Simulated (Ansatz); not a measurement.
Input file for Ansatz (a first-principles code): R-revPBE/def2-TZVPPD on ClH3Si (SMILES [SiH3]Cl). Files ending in .json are basis or fitting sets from the Basis Set Exchange.

Ansatz 0.2 input:
```yaml
crystal:
  periodic: [false, false, false]
  atoms:
    - {symbol: Si, position_ang: [1.18889443, -0.72646007, 3.49388279]}
    - {symbol: Cl, position_ang: [0.12210764, 1.04505338, 3.47676132]}
    - {symbol: H, position_ang: [2.15096449, -0.70233147, 2.37616180]}
    - {symbol: H, position_ang: [0.23966863, -1.84421616, 3.33644993]}
    - {symbol: H, position_ang: [1.89668443, -0.82503047, 4.78515571]}
basis:
  gaussian:
    orbitals: def2-TZVPPD.json
hamiltonian:
  xc: {name: revPBE}
scf: {lower_state_search: off}
```

The head of its log:

```
Functional definition: revPBE
[...]
these checks for a lower state are left out or cut short: stability, starts, cluster_reference, orbital_swaps, neighbouring_geometries, increment
integrals: 0.06 GiB planned
806 factors; their error is unknown
mean field: 0.44 GiB planned
mean field evaluation 1: about -20446.0973 eV, gradient 1.6e1 eV
mean field evaluation 2: about -20446.4982 eV, gradient 1.3e1 eV
```

Q: What total energy does the run end on?

A: -751.4111 hartree.
